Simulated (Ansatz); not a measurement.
The molecule MgCl, multiplicity 2 (the spin of the measured ground state).

D_e counts from the fitted minimum to each atom's lowest state at the same level, without counterpoise.

Correlated levels freeze the inner cores; with def2 sets outer-core shells near the valence are correlated too.

The values were computed with Ansatz (Gaussian basis) for Hartree–Fock, density functionals and correlated methods. Each number belongs to the level named beside it.

The comparison value is 75.58 kcal/mol (CCSD(T)/def2-QZVPP). It is a level with limits of its own, not the exact answer.

Question: Order these levels by how close they come to the comparison value for the bond energy D_e, closest first: B3LYP/def2-TZVPP, SVWN5/def2-TZVPP, PBE/def2-TZVPP, CCSD/def2-TZVPP, r2SCAN/def2-TZVPP. Give each level's value less the comparison value.

Answer: PBE/def2-TZVPP (1.74 kcal/mol), B3LYP/def2-TZVPP (-2.92 kcal/mol), CCSD/def2-TZVPP (-5.28 kcal/mol), r2SCAN/def2-TZVPP (7.62 kcal/mol), SVWN5/def2-TZVPP (10.41 kcal/mol)

Ansatz is an electronic-structure program.
